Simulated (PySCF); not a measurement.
Molecule: `[BH3-][P+](C)(C)C`, C3H12BP.

Molfile (atoms numbered from 1):
```
C3H12BP
     RDKit          3D

 17 16  0  0  0  0  0  0  0  0999 V2000
   -0.3358    1.6486   -0.7782 B   0  0  0  0  0  0  0  0  0  0  0  0
    0.1791    0.0151    0.0551 P   0  0  0  0  0  0  0  0  0  0  0  0
    0.4044   -1.3746   -1.1008 C   0  0  0  0  0  0  0  0  0  0  0  0
   -1.0257   -0.5962    1.2758 C   0  0  0  0  0  0  0  0  0  0  0  0
    1.7508    0.1101    0.9708 C   0  0  0  0  0  0  0  0  0  0  0  0
   -1.4061    1.3999   -1.3215 H   0  0  0  0  0  0  0  0  0  0  0  0
   -0.4313    2.4509    0.1438 H   0  0  0  0  0  0  0  0  0  0  0  0
    0.5656    1.9110   -1.5650 H   0  0  0  0  0  0  0  0  0  0  0  0
    0.7098   -2.2961   -0.5834 H   0  0  0  0  0  0  0  0  0  0  0  0
   -0.5411   -1.5474   -1.6341 H   0  0  0  0  0  0  0  0  0  0  0  0
    1.1676   -1.0982   -1.8425 H   0  0  0  0  0  0  0  0  0  0  0  0
   -1.9958   -0.7330    0.7762 H   0  0  0  0  0  0  0  0  0  0  0  0
   -1.1522    0.1654    2.0590 H   0  0  0  0  0  0  0  0  0  0  0  0
   -0.7085   -1.5451    1.7320 H   0  0  0  0  0  0  0  0  0  0  0  0
    1.6597    0.8816    1.7490 H   0  0  0  0  0  0  0  0  0  0  0  0
    2.5463    0.4187    0.2772 H   0  0  0  0  0  0  0  0  0  0  0  0
    2.0178   -0.8511    1.4336 H   0  0  0  0  0  0  0  0  0  0  0  0
  1  2  1  0
  2  3  1  0
  2  4  1  0
  2  5  1  0
  1  6  1  0
  1  7  1  0
  1  8  1  0
  3  9  1  0
  3 10  1  0
  3 11  1  0
  4 12  1  0
  4 13  1  0
  4 14  1  0
  5 15  1  0
  5 16  1  0
  5 17  1  0
M  CHG  2   1  -1   2   1
M  END
```

Geometry PBE0-D3(BJ)/def2-SVP throughout; GIAO in PySCF 2.14.0 with density-fitted response routines, gas phase, one conformer, non-relativistic; equivalent atoms averaged; functional PBE0.

Question: How do the absolute shieldings σ depend on the basis set? (ppm; last column core-seconds on 1 thread of an Intel Xeon Platinum 8375C, shared host)

Answer: 
```tsv
basis set	functions	B1	P2	C3/C4/C5	H6/H7/H8	H9/H10/H11/H12/H13/H14/H15/H16/H17	core-s
pcSseg-0	73	148.2	416.1	178.1	31.16	31.83	6.5
cc-pVDZ	134	154.5	405.8	182.2	30.53	30.19	13
aug-cc-pVDZ	227	151.4	404.9	179.4	30.58	30.25	29
IGLO-III	304	144.8	318.3	168.4	30.57	30.24	43
cc-pVTZ	322	148.5	349.2	172.3	30.56	30.17	48
```

Question: Which nucleus moves most, in ppm?

Answer: P2 (phosphorus bonded to 3 C, B): from 318.3 ppm with IGLO-III to 416.1 ppm with pcSseg-0. The smallest spread is 0.62 ppm, at H6/H7/H8. Proton shifts span only some 12 ppm, so a few tenths of a ppm matter as much there as several ppm in carbon.

Question: Taking the largest basis, cc-pVTZ (322 functions), as the yardstick, rank the others by their worst heavy-atom deviation.

Answer: IGLO-III 30.9 ppm (304 functions), aug-cc-pVDZ 55.7 ppm (227 functions), cc-pVDZ 56.6 ppm (134 functions), pcSseg-0 66.9 ppm (73 functions).

A small basis that lands close on one nucleus may do so by chance; judge by the trend and by all nuclei.
